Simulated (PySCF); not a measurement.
C4F6. Atoms are numbered in the order given.

```xyz
10

F      0.0211     1.2608     2.5604
C      0.0000     0.0000     2.0837
F     -1.1025    -0.6121     2.5604
F      1.0813    -0.6487     2.5604
C      0.0000     0.0000     0.6091
C      0.0000     0.0000    -0.6091
C      0.0000     0.0000    -2.0837
F      0.0211    -1.2608    -2.5604
F     -1.1025     0.6121    -2.5604
F      1.0813     0.6487    -2.5604
```
Charge 0, spin multiplicity 1.

Geometry: PBE-D3(BJ)/def2-SVP.

All values below come from PBE0/def2-SVP (PySCF).

Symmetry labels are those of the subgroup C2 that the program uses (full group D3).

Computed valence orbital energies around the gap with their symmetry:
```csv
orbital,symmetry,energy (eV)
HOMO−7,A,-12.94
HOMO−6,B,-12.94
HOMO−5,B,-12.83
HOMO−4,A,-12.41
HOMO−3,B,-12.33
HOMO−2,A,-12.33
HOMO−1,B,-9.94
HOMO,A,-9.94
LUMO,A,-1.34
LUMO+1,B,-1.34
LUMO+2,B,3.41
LUMO+3,A,4.14
```
